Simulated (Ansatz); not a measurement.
```yaml
crystal:
  periodic: [false, false, false]
  atoms:
    - {symbol: Ag, position_ang: [-0.341327, -0.187843, 1.534469]}
    - {symbol: Ag, position_ang: [-0.421636, -0.689929, -1.360641]}
    - {symbol: Ag, position_ang: [0.916537, -2.426757, 0.397695]}
    - {symbol: Ag, position_ang: [-0.185798, 1.932052, -0.322862]}
    - {symbol: Ag, position_ang: [-2.570324, 0.526160, -0.022030]}
    - {symbol: Ag, position_ang: [1.963356, 0.109140, -0.080594]}
    - {symbol: Ag, position_ang: [1.184735, 1.053691, -2.591415]}
    - {symbol: Ag, position_ang: [-1.876208, -2.155054, 0.425633]}
    - {symbol: Ag, position_ang: [1.330665, 1.838561, 2.019755]}
basis:
  gaussian: {orbitals: def2-TZVP, initial_orbitals: start.molden}
magnetization: {spin_polarized: true, initial_magnetization: 1}
hamiltonian: {xc: {name: CAM-B3LYP}, dispersion: d4}
scf: {omitted_lower_state_checks: [starts]}
output: {orbitals: {seedname: orbitals}}
```

The file start.molden holds the orbitals of an earlier run on this structure, at another level or in another basis.

```sh
$ ansatz run in.yaml --threads 4 --pin off --events-out ev --progress --plain --max-ram 8704MiB
```

**Question.** Does this run fit into the memory that it is given?

**Answer.** No. It has 360 basis functions, and Ansatz plans for 10 GiB where 8 GiB are given.
